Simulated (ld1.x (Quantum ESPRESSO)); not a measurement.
## Debugging a pseudopotential input (arsenic (As), ld1.x (Quantum ESPRESSO) 7.5)

Command:

```bash
ld1.x < As.in > As.out
```

Input:

```
&input
   title='As', zed=33., rel=1, dft='PW91', iswitch=3,
   config='[Ar] 3d10 4s2 4p2.5',
   nld=2, rlderiv=2.30, eminld=-3.0, emaxld=5.0, deld=0.02
 /
 &inputp
   pseudotype=1, tm=.true., lloc=1,
   nlcc=.true., new_core_ps=.true., rcore=0.55,
   file_pseudopw='As.pp', file_wfcaegen='ae.wfc', file_wfcncgen='nc.wfc'
 /
2
4S  1  0   2.00   0.00  0.30  0.30  0.0
4P  2  1   2.50   0.00  2.10  2.10  0.0
 &test
   configts(1)='4s2 4p2.5'
 /
```

Output (end):

```
     Exc  =    -167.982953 Ry,     -83.991477 Ha,   -2285.524509 eV

     normalization and overlap integrals

     s(1S/1S) =  1.000000  <r> =   0.0455  <r2> =    0.0028  r(max) =   0.0296
     s(2S/2S) =  1.000000  <r> =   0.2028  <r2> =    0.0485  r(max) =   0.1701
     s(2P/2P) =  1.000000  <r> =   0.1772  <r2> =    0.0385  r(max) =   0.1358
     s(3S/3S) =  1.000000  <r> =   0.5983  <r2> =    0.4126  r(max) =   0.5239
     s(3P/3P) =  1.000000  <r> =   0.6171  <r2> =    0.4477  r(max) =   0.5239
     s(3D/3D) =  1.000000  <r> =   0.6779  <r2> =    0.5813  r(max) =   0.4740
     s(4S/4S) =  1.000000  <r> =   1.9053  <r2> =    4.1681  r(max) =   1.6136
     s(4P/4P) =  1.000000  <r> =   2.4180  <r2> =    6.8560  r(max) =   1.9464

     ------------------------ End of All-electron run ------------------------

     --------------------- Generating NC pseudopotential ---------------------

      Generating local pot.: lloc=1, matching radius rcloc =   2.1000

      Computing core charge for nlcc:

       r > 0.55 : true rho core
      Core charge pseudized with two Bessel functions
      Integrated core pseudo-charge :  20.16

      Wfc   4S  rcut= 0.302  Using Troullier-Martins method

       Warning: n=1, l=0 expected 0 nodes, found 1
       Setting wfc to zero for this iteration
       (This warning will only be printed once per wavefunction)

     ------------------- End of pseudopotential generation -------------------

     Computing logarithmic derivative in   2.30427

       Warning: n=2, l=1 expected 0 nodes, found 1
       Setting wfc to zero for this iteration
       (This warning will only be printed once per wavefunction)

 %%%%%%%%%%%%%%%%%%%%%%%%%%%%%%%%%%%%%%%%%%%%%%%%%%%%%%%%%%%%%%%%%%%%%%%%%%%%%%
     Error in routine run_pseudo (1):
     Errors in PS-KS equation
 %%%%%%%%%%%%%%%%%%%%%%%%%%%%%%%%%%%%%%%%%%%%%%%%%%%%%%%%%%%%%%%%%%%%%%%%%%%%%%

     stopping ...
```

Problem. This input was made by a single change from one that runs to its end. What was changed?

Solution. The change: radius of 4S set to 0.30 bohr. The program stops in the test that follows the generation: "run_pseudo: Errors in PS-KS equation".
